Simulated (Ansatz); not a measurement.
The cluster Ga2Te3, relaxed as a quintet with UKS r2SCAN-D4/def2-SVP in Ansatz, starting from the r2SCAN-D4/def2-SVP geometry of the neutral singlet. Force threshold 0.02 eV/Å.

In the def2 sets Te takes a core potential; there is no spin–orbit coupling. At r2SCAN-D4/def2-SVP a singlet of charge 0 lies 1.53 eV below the quintet, each at its own geometry. The structure comes from a short search, and lower isomers may exist.

Start:

```
atom    x (Å)    y (Å)    z (Å)
 Ga1  -0.7159  -0.4980   0.3544
 Ga2   2.0548  -0.1895  -0.8580
 Te3   0.6812  -2.4618  -0.0481
 Te4  -2.3442   1.2936   0.8725
 Te5   0.3241   1.8556  -0.3208
```

| step | energy (eV) | largest force component (eV/Å) | SCF passes |
| --- | --- | --- | --- |
| 1 | -126631.3440 | 3.273 | 22 |
| 2 | -126632.2850 | 1.286 | 30 |
| 3 | -126632.5805 | 0.305 | 30 |
| 4 | -126632.5921 | 0.104 | 26 |
| 5 | -126632.5951 | 0.049 | 27 |
| 6 | -126632.5972 | 0.049 | 27 |
| 7 | -126632.6165 | 0.236 | 32 |
| 8 | -126632.6893 | 0.203 | 34 |
| 9 | -126632.8015 | 0.287 | 36 |
| 10 | -126632.9397 | 0.332 | 36 |
| 11 | -126633.0652 | 0.324 | 30 |
| 12 | -126633.1755 | 0.308 | 28 |
| 13 | -126633.2805 | 0.267 | 28 |
| 14 | -126633.3704 | 0.174 | 28 |
| 15 | -126633.4335 | 0.112 | 27 |
| 16 | -126633.4397 | 0.140 | 28 |
| 17 | -126633.4428 | 0.135 | 23 |
| 18 (rejected) | -126633.4324 | 0.244 | 23 |
| 19 | -126633.4462 | 0.095 | 24 |
| 20 | -126633.4476 | 0.003 | 23 |

Force components are those of the run's own axes.

End:

Cartesian coordinates in Å:
```
Ga -0.1698 -0.0890 1.4458
Ga 1.4600 -0.1681 -1.2658
Te 0.1143 -2.1926 -0.2642
Te -2.3089 0.4333 -0.0033
Te 0.9045 2.0165 0.0874
```

Bonds lost: Te4–Te5 (atoms count from 1).

No frequencies were taken in this run, so the end may be a saddle point.

Run time 89 s (4 threads of AMD EPYC 7B13 on a shared host).
